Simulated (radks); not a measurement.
The numbers below are computed, except where a source is named.
Mean orbital radii <r> (bohr) of neutral technetium, [Kr] 4d5 5s2, of relativity; Dirac values are averaged over j with weights 2j + 1. Spin-unpolarised spherical Kohn-Sham, PBE, point nucleus unless stated (finite: rms radius 4.4112 fm), a radial shooting solver on a logarithmic mesh with Libxc functionals. A level marked "c x" has the speed of light scaled by that factor and shares open shells by 2j + 1; other Dirac levels either fill j = l - 1/2 first or share by 2j + 1.

| shell | non-rel. |
|---|---|
| 1s | 0.03545 |
| 2s | 0.1547 |
| 2p | 0.1325 |
| 3s | 0.4274 |
| 3p | 0.4216 |
| 3d | 0.3984 |
| 4s | 1.086 |
| 4p | 1.184 |
| 4d | 1.694 |
| 5s | 3.407 |

Give the values at the level "Dirac, c x 2".

Answer. 
shell  Dirac, c x 2  change of magnitude (%)
1s          0.03516                    -0.81
2s           0.1534                    -0.87
2p           0.1319                    -0.43
3s           0.4244                    -0.70
3p           0.4202                    -0.32
3d           0.3985                    +0.04
4s            1.079                    -0.64
4p            1.181                    -0.24
4d            1.701                    +0.41
5s            3.381                    -0.76
